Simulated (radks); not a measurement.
Effect of the nuclear size on the lanthanum ion La+, [Xe] 5d2. All-electron calculation, Dirac Kohn-Sham, PBE, spin-unpolarised, spherical densities, finite nucleus; open shells fill j = l - 1/2 first; Fermi nuclear charge, rms radius 4.855 fm. Program: a radial shooting solver on a logarithmic mesh with Libxc functionals. The rms radius is varied about that value; shifts are against it.

rms radius (fm),total energy shift (eV),density at nucleus (e/bohr^3),1s1/2 shift (meV),2s1/2 shift (meV),4p1/2 shift (meV),5s1/2 shift (meV),5p1/2 shift (meV),6s1/2 (empty) shift (meV)
4.3549,-1.83,3.594e+05,-760,-92.1,0.248,-0.719,0.042,-0.096
4.5054,-1.29,3.57e+05,-538,-65.3,0.176,-0.509,0.030,-0.068
4.855,0,3.517e+05,0.000,0.000,0.000,0.000,0.000,0.000
5.1657,1.21,3.473e+05,505,61.3,-0.165,0.478,-0.028,0.064
5.5978,3.00,3.418e+05,1250,151,-0.407,1.18,-0.069,0.158

Slopes of the eigenvalues against <r^2> in GHz/fm^2, as finite differences over the two radii next to the reference (eigenvalue slopes, not the field-shift constants of lines): 1s1/2 39500, 2s1/2 4790, 4p1/2 -12.9, 5s1/2 37.4, 5p1/2 -2.18, 6s1/2 (empty) 4.99.
